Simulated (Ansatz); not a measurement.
C$_{4}$H$_{7}$Br, SMILES `CC(C)=CBr`. Total charge 0; spin multiplicity 1. Geometry: relaxed with PBE0-D4/def2-TZVP.

```xyz
12

C    -0.995   -0.923   -0.289
C    -0.012    0.165   -0.024
C     1.303   -0.263    0.552
C    -0.222    1.454   -0.260
Br   -1.805    2.182   -0.978
H    -1.221   -1.461    0.637
H    -1.925   -0.546   -0.709
H    -0.570   -1.656   -0.982
H     1.154   -0.780    1.505
H     1.972    0.582    0.720
H     1.803   -0.970   -0.118
H     0.517    2.217   -0.054
```

Task: What is the dipole moment at ωB97M-V/def2-TZVPP? (An estimate is asked.)

Result: The calculation gave: 2.09 D, with components (1.36, -1.41, 0.71) D in this frame, pointing from negative to positive charge.

Task: And with PBE, r2SCAN, B3LYP? (Estimate.)

Result: Ansatz gave: PBE 1.99 D, r2SCAN 2.14 D, B3LYP 2.05 D.

Task: Give the Mulliken charges with ωB97M-V, B3LYP, PBE in def2-TZVPP. (Estimate.)

Result: Ansatz gave: 
```
atom  ωB97M-V  B3LYP    PBE
  C1    -0.26  -0.20  -0.19
  C2    -0.05  -0.05  -0.05
  C3    -0.27  -0.21  -0.21
  C4    -0.11  -0.08  -0.06
 Br5    -0.06  -0.08  -0.08
  H6     0.11   0.08   0.08
  H7     0.10   0.09   0.08
  H8     0.11   0.08   0.08
  H9     0.11   0.09   0.09
 H10     0.09   0.08   0.08
 H11     0.11   0.09   0.09
 H12     0.11   0.11   0.09
```

B3LYP here is the variant with VWN-RPA as its local correlation; programs differ in this.
